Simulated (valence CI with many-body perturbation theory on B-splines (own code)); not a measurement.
# Hyperfine factors and g values of Eu14+

Computed by relativistic CI+MBPT: three valence electrons over a frozen Dirac-Fock core [Kr] 4d10, a basis of 8 s, 8 p, 9 d, 9 f, 6 g, 3 h, 2 i functions for each j, with the one-electron correlation potential Σ1, the two-electron term Σ2, the three-electron term Σ3, Breit, model QED; selected CI, second order for the rest, scaled by the run's own slope (own B-spline code, finite nucleus).

No measured levels were compared; by estimate terms of the open shell hold to a few per cent of their energy, and close levels can change places; configurations with another count of f electrons can be misplaced by thousands of cm⁻¹. Core correlation moves these levels by up to 35000 cm⁻¹, and in measured spectra 5 to 20 % of such shifts remained as error; rates that hang on mixing are uncertain with them.

A/g_I is the dipole constant over the nuclear g factor μ/I (μ in nuclear magnetons, uniformly magnetised nucleus), B/Q the quadrupole constant per barn. Both hold the static response of the core; the bare values leave it out. Large factors of s and p1/2 electrons are usually good to 5 to 10 %; those of open d and f shells near neutrality can be off by tens of per cent, and small factors of p3/2, d and f electrons come from cancelling terms and can be off by a factor of two or in sign, in half-filled shells by more. B is blank for J = 1/2, where it vanishes, and for nearly pure S terms. Energies count from the lowest level.

Names give the largest LS component (configuration and term), which can be under half, so a name can repeat, a term be missing and a line seem to break the LS rules; names also repeat where a configuration has a term twice. Letters in brackets count levels of one name in rising energy.

```csv
Level,E (cm⁻¹),g,A/g_I (MHz),A/g_I bare,B/Q (MHz/b),B/Q bare
4f²5s ⁴H_7/2,0.0,0.672,-14200,-13300,1620,1350
4f³ ⁴I°_9/2,2418,0.735,1550,1370,634,526
4f²5s ⁴H_9/2,2600,0.969,7120,6760,1600,1330
4f³ ⁴I°_11/2,6554,0.966,1030,1070,666,535
4f²5s ⁴H_11/2,6758,1.130,10500,9970,1800,1480
4f²5s ⁴F_3/2,9648,0.410,-26600,-25100,-372,-310
4f³ ⁴I°_13/2,10789,1.105,720,903,749,589
4f²5s ⁴H_13/2,11361,1.229,11500,11000,2100,1710
4f²5s ⁴F_5/2,11408,1.026,11000,10400,-387,-328
4f²5s ²H_9/2,13477,1.021,2740,2730,1270,1050
4f²5s ⁴F_7/2,13912,1.220,12700,12100,-398,-346
4f³ ⁴I°_15/2,15044,1.196,526,803,870,676
4f²5s ⁴F_9/2,15862,1.177,11900,11400,250,201
4f²5s ²G_7/2,20306,0.937,-10200,-9370,205,168
4f²5s ²H_11/2,21649,1.089,-6890,-6210,2100,1730
4f²5s ²F_5/2,22738,0.877,-414,-357,-610,-513
4f³ ⁴F°_3/2,22779,0.447,2050,1520,-440,-355
4f³ ²H°_9/2 [a],23812,0.989,1050,1150,-599,-490
4f²5s ²G_9/2,24062,1.152,16300,15300,239,203
4f³ ⁴F°_5/2,25177,1.032,834,926,-402,-331
4f³ ⁴F°_7/2,27030,1.188,548,819,-842,-698
4f³ ⁴S°_3/2,27121,1.923,-986,62.3,,
4f²5s ²F_7/2,29557,1.101,-11400,-10400,-497,-422
4f³ ⁴F°_9/2,29630,1.233,458,779,-747,-616
4f³ ²H°_11/2 [a],30852,1.098,696,859,-178,-162
4f³ ²G°_7/2,33028,0.956,1030,1050,-171,-127
4f³ ⁴G°_5/2,33126,0.593,1800,1440,-61.2,-35.9
4f³ ²K°_13/2,35913,0.935,1080,1080,2250,1830
4f²5s ²D_5/2,36611,1.273,28800,27100,-1180,-987
4f³ ⁴G°_7/2,37046,0.966,947,962,-576,-473
4f5s² ²F°_5/2,37105,0.839,1400,1370,1680,1440
4f²5s ²D_3/2,37263,0.878,-25200,-23400,-688,-576
4f³ ⁴G°_9/2,38255,1.147,626,851,189,157
4f³ ²D°_3/2 [a],39753,1.060,690,784,-227,-181
4f³ ²K°_15/2,40075,1.060,803,936,2450,1970
4f²5s ⁴P_1/2,40973,2.650,91400,86600,,
4f³ ²G°_9/2,41153,1.140,577,774,-860,-702
4f³ ⁴G°_11/2,42436,1.255,414,759,-37.3,-46.4
4f²5s ⁴P_3/2,42957,1.666,36900,34900,774,641
4f³ ²P°_1/2,43593,0.611,2510,2430,,
```

Take the isotope of mass number 151, with I = 5/2, μ = 3.4635 μN and Q = 0.903 b. What is the hyperfine structure of 4f²5s ⁴H_11/2?

From the table A = 14500 MHz, B = 1630 MHz. Shifts from the centre of gravity in MHz: F = 3: -235000, F = 4: -177000, F = 5: -105000, F = 6: -18600, F = 7: 83100, F = 8: 200000.
